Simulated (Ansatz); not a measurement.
Cost and result for the atomization energy of CH₃BFNO₂ (`NC(=O)B(O)F`) (9 atoms, 8 bonds).

```tsv
atom	x (Å)	y (Å)	z (Å)
N1	1.046	-0.324	-1.000
C2	0.844	0.140	0.258
O3	1.752	0.464	1.000
B4	-0.692	0.235	0.709
O5	-1.661	-0.145	-0.150
F6	-0.994	0.682	1.915
H7	1.986	-0.411	-1.348
H8	0.272	-0.585	-1.585
H9	-2.553	-0.055	0.201
```

The species carries charge 0 and has multiplicity 1. The structure was optimised at the PBE0-D4/def2-TZVP level. It is one conformer, not always the lowest. Program: Ansatz. All runs use 4 threads of an Arm Neoverse V2 on a shared host. Times are those of one run each, without the atoms' runs, and a repeat can differ threefold. Electronic energies, without spin–orbit coupling; frozen cores. CCSD(T)/CBS adds CCSD(T) − MP2 in def2-TZVPP to the MP2 limit, and its time is that of the two runs behind it. T1 = 0.015.

CCSD(T)/CBS is a level of theory with its own doubt, some kJ/mol a heavy atom from the limit and from the frozen cores, so smaller differences don't rank the functionals.

| level | functions | wall time |
| --- | --- | --- |
| BLYP-D4/def2-TZVPP | 228 | 1.5 s |
| revPBE-D4/def2-TZVPP | 228 | 1.6 s |
| PBE0-D4/def2-TZVPP | 228 | 2.1 s |
| BHLYP-D4/def2-TZVPP | 228 | 2.2 s |
| CAM-B3LYP-D4/def2-TZVPP | 228 | 2.5 s |
| r2SCANh-D4/def2-TZVPP | 228 | 4 s |
| B2PLYP/def2-TZVPP | 228 | 4.3 s |
| ωB97X-V/def2-TZVPP | 228 | 5.5 s |
| CCSD(T)/def2-SVP | 99 | 5.5 s |
| B97M-V/def2-TZVPP | 228 | 7.5 s |
| MP2/def2-QZVPP | 432 | 16 s |
| CCSD(T)/def2-TZVPP | 228 | 2.5 min |
| CCSD(T)/CBS(def2) | – | 2.7 min |

(1) What atomization energy does each give, and how far from CCSD(T)/CBS? (Estimate.)

Results:

(1) Ansatz gave: 
```json
{"level": "BLYP-D4/def2-TZVPP", "atomization (kcal/mol)": "965.2", "difference from CCSD(T)/CBS": "15.9", "per bond": "2.0"}
{"level": "revPBE-D4/def2-TZVPP", "atomization (kcal/mol)": "957.6", "difference from CCSD(T)/CBS": "8.3", "per bond": "1.0"}
{"level": "PBE0-D4/def2-TZVPP", "atomization (kcal/mol)": "956.1", "difference from CCSD(T)/CBS": "6.8", "per bond": "0.9"}
{"level": "BHLYP-D4/def2-TZVPP", "atomization (kcal/mol)": "906.2", "difference from CCSD(T)/CBS": "-43.1", "per bond": "-5.4"}
{"level": "CAM-B3LYP-D4/def2-TZVPP", "atomization (kcal/mol)": "960.7", "difference from CCSD(T)/CBS": "11.4", "per bond": "1.4"}
{"level": "r2SCANh-D4/def2-TZVPP", "atomization (kcal/mol)": "946.3", "difference from CCSD(T)/CBS": "-3.0", "per bond": "-0.4"}
{"level": "B2PLYP/def2-TZVPP", "atomization (kcal/mol)": "945.8", "difference from CCSD(T)/CBS": "-3.5", "per bond": "-0.4"}
{"level": "ωB97X-V/def2-TZVPP", "atomization (kcal/mol)": "953.7", "difference from CCSD(T)/CBS": "4.4", "per bond": "0.6"}
{"level": "CCSD(T)/def2-SVP", "atomization (kcal/mol)": "898.8", "difference from CCSD(T)/CBS": "-50.5", "per bond": "-6.3"}
{"level": "B97M-V/def2-TZVPP", "atomization (kcal/mol)": "953.3", "difference from CCSD(T)/CBS": "4.0", "per bond": "0.5"}
{"level": "MP2/def2-QZVPP", "atomization (kcal/mol)": "975.2", "difference from CCSD(T)/CBS": "25.9", "per bond": "3.2"}
{"level": "CCSD(T)/def2-TZVPP", "atomization (kcal/mol)": "920.5", "difference from CCSD(T)/CBS": "-28.8", "per bond": "-3.6"}
{"level": "CCSD(T)/CBS(def2)", "atomization (kcal/mol)": "949.3", "difference from CCSD(T)/CBS": "0.0", "per bond": "0.0"}
```

From BLYP to BHLYP (50 % exact exchange), in def2-TZVPP and without D4, the atomization energy moves by −54.7 kcal/mol: exact exchange takes away binding that semilocal exchange gives to molecules. At CCSD(T), def2-SVP lies −50.5 kcal/mol from the extrapolated value and def2-TZVPP −28.7 kcal/mol: correlation converges slowly with the basis, and small sets miss more of it in the bonded molecule than in its fragments. In def2-TZVPP, CCSD(T) changes the Hartree–Fock value by +265.5 kcal/mol (the triples alone add +19.7 kcal/mol) and MP2 by +303.1 kcal/mol; breaking electron pairs costs correlation energy, which Hartree–Fock lacks.
